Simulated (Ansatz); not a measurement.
One change: `C[O][Ge]([OH])([SiH3])[Cl]` becomes `C[O][GeH]([OH])[Cl]`.

Ansatz, PBE0-D4/def2-TZVP geometries, multiplicity 1. Each molecule was computed in one conformer, which needn't be the lowest.

Scalar relativity is left out up to krypton.

```json
{"property": "HOMO energy (ωB97M-V/def2-TZVPP) / eV", "`C[O][Ge]([OH])([SiH3])[Cl]`": "-10.25"}
{"property": "HOMO energy (PBE0/def2-TZVPP) / eV", "`C[O][Ge]([OH])([SiH3])[Cl]`": "-8.06"}
{"property": "HOMO–LUMO gap (B3LYP/def2-TZVPP) / eV", "`C[O][Ge]([OH])([SiH3])[Cl]`": "7.17"}
{"property": "LUMO energy (ωB97M-V/def2-TZVPP) / eV", "`C[O][Ge]([OH])([SiH3])[Cl]`": "1.42"}
{"property": "size of the dipole moment (B3LYP/def2-TZVPP) / D", "`C[O][Ge]([OH])([SiH3])[Cl]`": "1.80"}
{"property": "LUMO energy (PBE0/def2-TZVPP) / eV", "`C[O][Ge]([OH])([SiH3])[Cl]`": "-0.39"}
```

Task: Give the same properties after the change, and the shifts. (Best estimate.)

Result: Computed: 
| property | `C[O][GeH]([OH])[Cl]` | shift |
| --- | --- | --- |
| HOMO energy (ωB97M-V/def2-TZVPP) / eV | -10.83 | -0.58 |
| HOMO energy (PBE0/def2-TZVPP) / eV | -8.43 | -0.37 |
| HOMO–LUMO gap (B3LYP/def2-TZVPP) / eV | 7.81 | 0.64 |
| LUMO energy (ωB97M-V/def2-TZVPP) / eV | 1.89 | 0.47 |
| size of the dipole moment (B3LYP/def2-TZVPP) / D | 1.44 | -0.36 |
| LUMO energy (PBE0/def2-TZVPP) / eV | -0.02 | 0.37 |

With PBE0 the HOMO falls by 0.37 eV and the LUMO rises by 0.37 eV, so the gap widens by about 0.74 eV. PBE moves the HOMO by -0.23 eV and ωB97M-V by -0.58 eV. Dipoles are sizes alone; their direction can turn.

B3LYP here is the variant with VWN-RPA as its local correlation; programs differ in this.
